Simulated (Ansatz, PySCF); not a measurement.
Pair of molecules: SiH4 (SMILES [SiH4]) (first 5 atoms) with C2H6O (SMILES CCO); geometry from B3LYP-D3(BJ)/def2-TZVP.
(charge 0, multiplicity 1):
```xyz
14

Si    -0.054    -0.067    -0.083
H     -1.235     0.194     0.767
H     -0.399     0.315    -1.477
H      0.308    -1.499    -0.066
H      1.088     0.769     0.349
C      0.106     1.302     3.889
C     -0.266    -0.164     3.760
O      0.544    -0.858     2.812
H     -0.557     1.806     4.596
H      0.032     1.805     2.925
H      1.130     1.415     4.257
H     -0.215    -0.661     4.736
H     -1.287    -0.269     3.392
H      1.469    -0.752     3.059
```

Basis-set superposition error: the interaction energy with monomers in their own basis, and in the dimer's basis (counterpoise).

The values were computed with Ansatz (a quantum-chemistry and plane-wave program); PySCF for 6-31G* rows, M06-2X. Values without a source in brackets are computed.

| level | uncorrected (meV) | counterpoise (meV) | difference |
|---|---|---|---|
| HF/6-31G* | -53.4 | 3.8 | 57.2 |
| HF/aug-cc-pV(D+d)Z | -6.3 | 10.1 | 16.4 |
| SVWN5/def2-TZVPPD | -187.0 | -183.1 | 3.9 |
| B3LYP/6-31G* | -94.4 | 2.2 | 96.6 |
| PBE0/def2-TZVPPD | -53.2 | -50.8 | 2.4 |
| BHLYP/def2-TZVPPD | -42.9 | -40.2 | 2.7 |
| M06-2X/def2-TZVPPD | -135.0 | -131.8 | 3.2 |
| B2PLYP/def2-TZVPPD | -58.3 | -49.4 | 8.8 |
| MP2/aug-cc-pV(D+d)Z | -143.4 | -92.6 | 50.7 |
| MP2/aug-cc-pV(T+d)Z | -132.4 | -108.2 | 24.2 |

The error is largest for B3LYP/6-31G* (96.6 meV) and smallest for PBE0/def2-TZVPPD (2.4 meV).
